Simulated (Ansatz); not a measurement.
CH9AlOSi2, SMILES `[CH3][Al]([SiH3])[O][SiH3]` at its PBE0-D4/def2-TZVP geometry, where that method's forces vanish. Charge 0, multiplicity 1.

```xyz
14

C    -1.7437   -1.8101    0.0594
Al   -0.5351   -0.2914   -0.0335
Si   -1.1681    2.0071   -0.6203
O     1.1040   -0.5325    0.3114
Si    2.6837   -0.2236    0.5264
H    -1.2119   -2.7510    0.2183
H    -2.3374   -1.9003   -0.8558
H    -2.4584   -1.6842    0.8800
H    -0.6495    2.9863    0.3781
H    -0.5976    2.3928   -1.9444
H    -2.6450    2.1943   -0.7065
H     2.9978    1.1960    0.2030
H     3.4973   -1.1011   -0.3569
H     3.0639   -0.4821    1.9410
```

(1) What forces (eV/Å) does r2SCAN-D4/def2-TZVPP give on these atoms in Ansatz 0.2.0? (Best estimate.)

## Answers

(1) Ansatz gave: 
```
C1   0.036  0.028  0.000
Al2 -0.065  0.012 -0.014
Si3 -0.012 -0.005  0.004
O4  -0.009 -0.035  0.004
Si5  0.092  0.016  0.014
H6  -0.028  0.006 -0.002
H7  -0.006 -0.015  0.027
H8  -0.001 -0.021 -0.024
H9  -0.011 -0.004 -0.024
H10 -0.011  0.007  0.022
H11  0.027  0.010 -0.003
H12  0.002 -0.030  0.008
H13 -0.013  0.024  0.024
H14 -0.002  0.007 -0.035
```
